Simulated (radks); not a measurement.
Q: All-electron atom: the aluminium ion Al2+ in [Ne] 3s1. Method: scalar-relativistic Kohn-Sham, AM05, spin-polarised, spherical densities, point nucleus; open shells are filled with parallel spins first; computed with a radial shooting solver on a logarithmic mesh with Libxc functionals. Some entries of the table are withheld. Estimate them.

orbital,occ.,eigenvalue (eV),<r^2> (bohr^2)
1s up,1,-1526.030,0.01956
1s down,1,-1525.888,0.01956
2s up,1,-128.2425,(1)
2s down,1,-128.0637,(2)
2p up,3,-90.1372,0.4603
2p down,3,-89.9361,0.4568
3s up,1,-24.4355,5.483

A: 
(1) 2s up <r^2> (bohr^2): 0.4708
(2) 2s down <r^2> (bohr^2): 0.4693
